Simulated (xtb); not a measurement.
Si(F)(OH)2(OEt) (C2H7FO3Si), SMILES CCO[Si](O)(O)F. All values are semi-empirical tight-binding results from xtb (GFN2-xTB unless named), good for trends rather than for accurate numbers. Coordinates come from a GFN2-xTB optimisation. Other conformers were not sampled.

| Item | Value |
|---|---|
| orbital gap | 9.29 eV |
| dipole moment | 0.99 D |
| zero-point energy | 62.8 kcal/mol |
| G − E(el) at 298.15 K (modified RRHO) | 40.9 kcal/mol |
| static polarisability (D4 model) | 76.9 bohr³ |
| solvation energy, GFN2-xTB/ALPB(water) | -10.2 kcal/mol |
| solvation energy, GFN2-xTB/ALPB(octanol) | -9.6 kcal/mol |
